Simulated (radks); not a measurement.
Results of a calculation; reference values are marked as such.
Spherical quantum dot in the effective-mass picture: electrons in a hard-walled sphere of radius 4.95, with a point charge +1 (a donor) at the centre, all in effective atomic units (hartree* = m*/eps^2 hartree, bohr* = eps/m* bohr), one dielectric constant everywhere. Level of theory: non-relativistic Kohn-Sham, LDA (Slater exchange, Perdew-Wang correlation), spin-polarised, spherical densities (a radial shooting solver with Libxc functionals). Levels are named by radial order and angular momentum (1s, 1p, 1d, 2s, ...), and open shells are averaged over m. Results are scaled to m* = 0.274 and eps = 13.7, for which hartree* = 39.72 meV and bohr* = 2.646 nm.

N = 3, configuration 1s2 1p(up 1, down 0). This is the lowest configuration that the search found. Occupied and some empty levels:

level,occupation,eigenvalue (meV),<r> (nm)
1s up,1,19.217,5.298
1s down,1,20.118,5.131
1p up,1,30.698,7.793
1p down,0,32.134,7.780
2s up,0,37.898,6.532
2s down,0,38.772,6.657
1d up,0,41.127,8.556
1d down,0,42.597,8.565
1f up,0,53.553,9.043
1f down,0,54.995,9.058

Energy (meV): total 8.54861, kinetic 40.860, external -74.114, Hartree 70.115, exchange-correlation -28.312.
